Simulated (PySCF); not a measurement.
Atom-mapped SMILES (the numbers label the heavy atoms): `[BH2:1][Si@H:2]1[CH2:3][C@@H:4]([F:5])[CH2:6]1`. Each H is labelled by its parent atom. Ha(C3), Ha(C6) are cis to B1 on the ring; Hb(C3), Hb(C6) are trans to B1 on the ring.

Geometry: PBE0-D3(BJ)/def2-SVP; GIAO shifts from PySCF 2.14, gas phase, non-relativistic, averaged over equivalent atoms.

At BHandHLYP/pcSseg-1 (149 basis functions, 13 s wall time on 1 thread of an Intel Xeon Platinum 8488C, shared host):
```csv
atoms,δ (ppm)
B1,117.2
Si2,-65.5
C4,85.5
C3/C6,21.4
F5,-123.4
H(B1),9.89
H(C4),4.83
H(Si2),3.93
Hb(C3)/Hb(C6),1.64
Ha(C3)/Ha(C6),1.59
```

References, each an isolated molecule treated in the same way: ¹¹B (104.59 ppm) against BF3·OEt2; TMS for ²⁹Si (358.43 ppm), ¹³C (183.98 ppm), ¹H (31.44 ppm); CFCl3 for ¹⁹F (204.31 ppm).

Q: What do these become at HF/pcSseg-1?

A: 
```
        atoms  δ at HF/pcSseg-1  change
           B1             108.3    -8.9
          Si2             -61.0    +4.5
           C4              77.7    -7.8
        C3/C6              18.2    -3.2
           F5            -114.7    +8.7
        H(B1)              9.52   -0.37
        H(C4)              4.57   -0.26
       H(Si2)              3.82   -0.11
Hb(C3)/Hb(C6)              1.52   -0.12
Ha(C3)/Ha(C6)              1.48   -0.11
```

Shifts are taken against calculated references (same method and geometry level): ¹¹B (σ = 115.29 ppm) against BF3·OEt2; TMS for ²⁹Si (σ = 393.43 ppm), ¹³C (σ = 190.85 ppm), ¹H (σ = 31.69 ppm); CFCl3 for ¹⁹F (σ = 246.35 ppm).

The largest change is at B1 (boron bonded to Si, 2 H). Cost: 149 basis functions, 8.4 s wall time on 1 thread of an Intel Xeon Platinum 8488C, shared host.

Unscaled 19F shifts against computed CFCl3 carry errors that often reach 10 to 50 ppm.
